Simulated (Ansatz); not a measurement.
Process, species as SMILES: P#N (N-P) + H+ → [NH+]#P
B3LYP-D3(BJ)/def2-TZVP geometries, fixed; electronic energies without zero-point terms; positive where energy is released.
Largest species:
```
N
H 1 1.0147
P 1 1.4549 2 180.00
```
Charge +1, spin multiplicity 1.

Effect of a fitting basis named in the input at r2SCAN/cc-pV(T+d)Z with Ansatz (a first-principles code), against the last row, where the proton affinity is 196.99 kcal/mol. The proton sits at the site shown, which need not be the one that binds it best. The default fits or decomposes integrals by the program's own choice; accuracy: high also tightens integrals, grids and stops.

```
setting                        largest shift of a total energy (mEh)  shift of the proton affinity (kcal/mol)
-----------------------------  -------------------------------------  ---------------------------------------
fitting: def2-SV(P)-JKFIT                                     -0.024                                    0.006
fitting: def2-universal-JKFIT                                 -0.024                                    0.006
fitting: cc-pVTZ-JKFIT                                        -0.009                                    0.002
fitting: cc-pVQZ-JKFIT                                        -0.006                                    0.000
fitting: cc-pV5Z-JKFIT                                        -0.006                                    0.000
fitting: def2-universal-JFIT                                  -0.108                                    0.011
accuracy: high                                                 0.001                                    0.000
accuracy: medium (default)                                     0.000                                    0.000
```

Within 0.02 kcal/mol in the proton affinity: fitting: def2-SV(P)-JKFIT; fitting: def2-universal-JKFIT; fitting: cc-pVTZ-JKFIT; fitting: cc-pVQZ-JKFIT; fitting: cc-pV5Z-JKFIT; fitting: def2-universal-JFIT; accuracy: high. The largest shift is 0.108 mEh in a total energy and 0.011 kcal/mol in the difference.
